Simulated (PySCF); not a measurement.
Removing an electron from Sn(OEt)H3

Sn(OEt)H3, C2H8OSn.
Z-matrix (Å and degrees, PBE0-D3(BJ)/def2-SVP geometry), rows numbered from 1:
```
Sn
O   1  1.9924
C   2  1.4010  1  120.33
C   3  1.5132  2  109.08  1   179.99
H   3  1.1116  2  111.62  1   -59.27
H   3  1.1116  2  111.61  1    59.19
H   4  1.1011  3  111.09  2   179.62
H   4  1.1003  3  110.27  2   -59.88
H   4  1.1003  3  110.18  2    59.17
H   1  1.7052  2  103.39  3   179.49
H   1  1.7165  2  107.80  3    59.59
H   1  1.7163  2  107.79  3   -60.58
```

Level: wB97X-D/def2-SVPD (PySCF). Frontier orbitals with their largest atomic shares (Löwdin; up to four atoms above 4 %):

| orbital | ε (eV) | main atoms |
| --- | --- | --- |
| HOMO−3 | -11.26 | Sn1 38 %, H10 35 %, H12 9 %, H11 6 % |
| HOMO−2 | -11.24 | Sn1 32 %, H11 22 %, H12 20 %, C3 6 % |
| HOMO−1 | -9.97 | O2 55 %, C3 13 %, C4 11 %, Sn1 8 % |
| HOMO | -9.32 | ? |
| LUMO | 1.22 | Sn1 50 %, O2 13 %, H11 10 %, H12 10 % |
| LUMO+1 | 1.42 | Sn1 55 %, H10 13 %, H12 12 %, H11 12 % |
| LUMO+2 | 2.41 | Sn1 57 %, H11 11 %, H12 11 %, H10 7 % |

Q: What vertical ionisation energy does ΔSCF give, and how far is −ε(HOMO) from it?

A: ΔSCF: 9.54 eV (921 kJ/mol; threshold wavelength 130 nm); ⟨S²⟩ of the doublet left behind is 0.756, against 0.75 for a pure doublet. −ε(HOMO) is 9.32 eV, 0.22 eV below it. In exact Kohn–Sham theory the two would be equal; wB97X-D (range-separated hybrid) comes within 0.22 eV of that here. Holes in the HOMO−1 and HOMO−2 were tried too where these lie within 1.2 eV of the HOMO; the lowest converged state counts.

Q: On which atoms does the HOMO lie?

A: O2 (oxygen bonded to C and Sn) 59 %, C3 (carbon bonded to C, O and 2 H) 15 %, H5 (hydrogen on carbon) 6 %, H6 (hydrogen on carbon) 6 %, so more than half of it is on one atom. The HOMO−1 lies 0.65 eV lower.

Q: What total energies stand behind the ΔSCF value?

A: E(N) = -370.43336 Eh and E(N − 1) = -370.08269 Eh at the same geometry, 0.35067 Eh apart.

Q: How many of the 10 lowest singlet excitations (vertical TDDFT, same level) lie below the ionisation energy?

A: All 10; they run from 5.88 to 8.23 eV.

Q: Shift the occupied levels rigidly so that −ε(HOMO) equals the ΔSCF value. What binding energies result?

A: The shift is +0.22 eV: HOMO 9.54, HOMO−1 10.19, HOMO−2 11.46, HOMO−3 11.48 eV. A rigid shift is only a rough guide to the deeper ionisations.

The structure is a single PBE0-D3(BJ)/def2-SVP conformer in the gas phase; no vibrational or solvent corrections. Atoms past krypton carry effective core potentials; spin–orbit coupling is left out.

These values come from a run that also computed excited states and ΔSCF ions. On one thread, x86-64 server, shared host, this took 77 s.

The pairwise dispersion term of wB97X-D wasn't added to the energies; at a given geometry it leaves orbitals and properties as they are.
